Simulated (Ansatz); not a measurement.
The same ligand exchange along the group B, Al, Ga, In.

Isolated molecules relaxed with PBE0-D4/def2-TZVP in Ansatz; ΔE leaves out vibrations. CCSD(T)/CBS is the MP2 limit (def2-TZVPP, def2-QZVPP) plus CCSD(T) − MP2 in def2-TZVPP, frozen cores. This one scheme is used for every species. Elements past krypton have def2 core potentials. For In outer-core shells are correlated without core-valence functions, which leaves a few kJ/mol of doubt a bond. One conformer a species, not always the lowest.

Question: Order these by ΔE at CCSD(T)/CBS, lowest first. (An estimate is asked.)
A. `[NH2][Al]([Cl])[Cl]` + H–F → `[F][Al]([Cl])[Cl]` + NH₃
B. `NB(Cl)Cl` + H–F → `FB(Cl)Cl` + NH₃
C. `[NH2][In]([Cl])[Cl]` + H–F → `[F][In]([Cl])[Cl]` + NH₃

Answer: A (-78.8 kJ/mol), C (-28.2 kJ/mol), B (-4.4 kJ/mol).

Largest T1 diagnostic: 0.014, for `[F][In]([Cl])[Cl]`.
